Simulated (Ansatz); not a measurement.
C2H5BSe (`CBC=[Se]`), relaxed with RKS PBE-D4/def2-SVP in Ansatz 0.2.0 from a rough embedded geometry. The force threshold is 0.03 eV/Å; the program also tests the step.

Charge 0, multiplicity 1.

Start:

```xyz
9

C    -0.594    0.077    0.974
B    -0.475   -0.291   -0.509
C     0.884   -0.128   -1.260
Se    2.504    0.772    0.102
H    -1.603   -0.082    1.408
H    -0.324    1.207    1.142
H     0.136   -0.487    1.589
H    -1.468   -0.696   -1.079
H     0.942   -0.373   -2.369
```

Problem. By how much does the energy fall, and how many steps does the optimiser take? (Estimate.)

Solution. The calculation gave: 57.03 kcal/mol, in 24 steps, 3 of them rejected.

Problem. Which bonds change most? (Best estimate.)

Solution. The calculation gave: B2–Se4 from 3.222 to 2.482 Å; C3–Se4 from 2.300 to 1.787 Å; C1–H6 from 1.174 to 1.109 Å; C1–B2 from 1.533 to 1.582 Å.

Problem. Give the relaxed structure. (Best estimate.)

Solution. The calculation gave: 
```xyz
9

C    -0.594    0.016    1.084
B    -0.293    0.169   -0.461
C     0.936   -0.426   -1.161
Se    1.961    1.032   -1.039
H    -1.407   -0.741    1.185
H    -0.996    0.954    1.518
H     0.267   -0.329    1.690
H    -1.128    0.699   -1.184
H     1.254   -1.374   -1.633
```
